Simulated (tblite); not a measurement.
Ga (SMILES [Ga+]), charge +1, singlet (GFN-xTB shapes and energies of metal compounds can be far from the true ones); GFN1-xTB (tblite 0.6.0).

tblite was given this input:
```
$ tblite run mol.xyz --method gfn1 --charge 1 --spin 0 --json tblite.json --no-restart

# file mol.xyz
1

Ga     0.00000000     0.00000000     0.00000000
```

It wrote (shortened):

```
xTB calculator
 | screened Coulomb repulsion
 | Coulomb electrostatics
 |  * isotropic Klopman-Ohno-Mataga-Nishimoto electrostatics
 |  * onsite third-order electrostatics
 | DFT-D3(BJ) dispersion correction

halogen bonding energy    0.0000000000000E+00 Eh
repulsion energy          0.0000000000000E+00 Eh
dispersion energy         0.0000000000000E+00 Eh
number of electrons       2.0000000000000E+00 e
integral cutoff           4.0000000000000E+01 bohr

------------------------------------------------------------
  cycle        total energy    energy error   density error
------------------------------------------------------------
      1    -0.8517810578776  -8.5178106E-01   5.4433105E-01
      2    -0.8517810578776   0.0000000E+00   3.2659863E-01
      3    -0.8517810578776   0.0000000E+00   1.9593959E-05
------------------------------------------------------------

electronic energy        -8.5178105787755E-01 Eh
total energy             -8.5178105787755E-01 Eh

Post processing:
 | Mayer-Wiberg bond orders

[Info] JSON dump of results written to 'tblite.json'
```
